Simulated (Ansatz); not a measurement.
`[CH3][GeH3]` + `CNCN` → `C[NH][GeH2][CH3]` + CH₃NH₂ at 700 K and 1 bar (formal exchange of groups at a Ge–H bond).

Gas-phase electronic energies from Ansatz, PBE0-D4/def2-TZVP geometries. CCSD(T)/CBS is the MP2 limit (def2-TZVPP, def2-QZVPP) plus CCSD(T) − MP2 in def2-TZVPP, frozen cores. For Ge outer-core shells are correlated without core-valence functions, which leaves a few kJ/mol of doubt a bond. Scalar relativity is left out up to krypton. One conformer a species, not always the lowest.

```
           species  CCSD(T)/CBS energy (Eh)  H − E (kJ/mol)  S (J/(mol·K))
     `[CH3][GeH3]`              -2117.76728           208.6          348.2
            `CNCN`               -190.30703           358.0          402.2
`C[NH][GeH2][CH3]`              -2212.33836           363.7          479.0
            CH₃NH₂                -95.75281           207.6          296.6
```

H − E and S are ideal-gas, rigid-rotor, harmonic terms from PBE0-D4/def2-TZVP, for one conformer and one mirror image of each species. 1 Eh = 2625.50 kJ/mol, R = 8.31446 J/(mol·K).

By hand: ΔE, ΔH, ΔS and ΔG.

ΔE = (-2212.33836) + (-95.75281) − (-2117.76728) − (-190.30703) = -0.01686 Eh = -44.3 kJ/mol. Δ(H − E) = 363.7 + 207.6 − 208.6 − 358.0 = 4.7, so ΔH = -39.6 kJ/mol. ΔS = 479.0 + 296.6 − 348.2 − 402.2 = 25.2 J/(mol·K). ΔG = -39.6 − 700 × (25.2)/1000 = -57.2 kJ/mol.

By hand: the equilibrium constant, and the temperature at which ΔG would vanish if ΔH and ΔS stayed fixed.

log₁₀ K = −ΔG/(RT ln 10) = 4.3. ΔH and −TΔS have one sign here, so there is no such temperature.

TΔS isn't small against ΔH here. A doubt of 5 kJ/mol in ΔE shifts log₁₀ K by 0.4 here. Other conformers and mirror images would add mixing entropy, several J/(mol·K) or more a flexible species. These are equilibria of isolated gas molecules and say nothing of rates. Largest T1 diagnostic: 0.010 (customary marks: 0.02 for closed shells, 0.045 for open ones).
